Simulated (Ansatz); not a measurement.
Reaction (hydrogenolysis of a B–Si bond): `NB[SiH2][SiH3]` + H₂ → `BN` + `[SiH3][SiH3]`

Calculated with Ansatz (gas phase, PBE0-D4/def2-TZVP geometries, no zero-point term in ΔE). CBS: MP2 limit from def2 TZ/QZ plus the TZ coupled-cluster correction, frozen cores. This one scheme is used for every species. Functionals use def2-TZVPP. One conformer a species, not always the lowest.

`NB[SiH2][SiH3]`:

Cartesian coordinates in Å:
```
N 2.329 0.653 -0.150
B 1.084 0.669 -0.758
Si -0.224 -0.841 -0.499
Si -2.014 -0.142 0.840
H 2.662 -0.108 0.420
H 2.994 1.404 -0.240
H 0.799 1.628 -1.420
H 0.403 -2.024 0.168
H -0.791 -1.308 -1.797
H -2.699 1.029 0.226
H -3.019 -1.225 1.024
H -1.524 0.267 2.186
```

H₂:

```xyz
2

H    -0.293    0.171   -0.154
H     0.293   -0.171    0.154
```

`BN`:

```xyz
6

B    -0.583    0.346   -0.082
N     0.600   -0.356    0.085
H    -0.659    1.463    0.340
H    -1.498   -0.184   -0.644
H     0.733   -1.297   -0.245
H     1.407    0.027    0.546
```

`[SiH3][SiH3]`:

Cartesian coordinates in Å:
```
Si 0.257 -1.025 0.501
Si -0.258 1.025 -0.501
H 0.696 -2.006 -0.528
H 1.354 -0.853 1.492
H -0.936 -1.570 1.201
H -1.351 0.852 -1.495
H 0.937 1.572 -1.198
H -0.699 2.005 0.527
```

Question: Is it downhill or uphill in electronic energy at CCSD(T)/CBS, and by how much? (Estimate.)

Answer: Computed: Downhill: ΔE = -30.4 kJ/mol.

Question: What do these levels give: PBE-D4, r2SCAN-D4, PBE0-D4, ωB97M-V, B2PLYP, PBE, r2SCAN, PBE0, HF/def2-TZVPP, MP2/def2-QZVPP, HF/CBS(def2), MP2/CBS(def2)? (Estimate.)

Answer: The calculation gave: PBE-D4 -18.5, r2SCAN-D4 -25.1, PBE0-D4 -25.1, ωB97M-V -34.3, B2PLYP -38.8, PBE -24.6, r2SCAN -26.9, PBE0 -30.6, HF/def2-TZVPP -64.2, MP2/def2-QZVPP -30.2, HF/CBS(def2) -64.8, MP2/CBS(def2) -29.2 kJ/mol.

Largest T1 diagnostic among the species: 0.014.

From PBE to PBE0 (25 % exact exchange), in def2-TZVPP and without D4, ΔE moves by −6.0 kJ/mol. The D4 term adds +9.6 kJ/mol with B3LYP and +5.5 kJ/mol with PBE0; it sums over pairs of atoms, weighted by their polarisabilities, and B3LYP, whose exchange is more repulsive, gets the larger term. In def2-TZVPP, CCSD(T) changes the Hartree–Fock value by +31.7 kJ/mol (the triples alone add +5.9 kJ/mol) and MP2 by +33.0 kJ/mol.

B3LYP here is the variant with VWN-RPA as its local correlation; programs differ in this.
